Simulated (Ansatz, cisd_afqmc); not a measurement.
Species: O, charge 0, triplet.

Total energies in cc-pVDZ, 6 correlated electrons, 1 frozen orbitals. Open shells are spin-unrestricted; no spin-orbit coupling. Correlated methods leave the cores frozen. No relativity. AFQMC/CISD: phaseless, guided by CISD from CCSD amplitudes; bars are statistical, one sigma. Outlying blocks are dropped, and bars are widened where a walk drifts. Over all cases where full CI ran beside it in this data, AFQMC minus full CI had a median of +0.1 mEh and passed +0.4 mEh in a tenth of the cases. Full CI freezes restricted core orbitals and the other rows unrestricted ones, which leaves a small offset even where coupled cluster is exact.

```tsv
method	program	energy (Eh)	error against FCI (mEh)
HF	Ansatz	-74.79217	117.90
MP2	Ansatz	-74.89413	15.93
CCSD	Ansatz	-74.90920	0.86
CCSD(T)	Ansatz	-74.90995	0.11
CCSDT(Q)	Ansatz	-74.91013	-0.07
CCSDTQ	Ansatz	-74.91014	-0.08
AFQMC/CISD	cisd_afqmc	-74.9100 ± 0.0002	0.1 ± 0.2
FCI	Ansatz	-74.91006	0.00
```

Ansatz is a program for electronic structure.
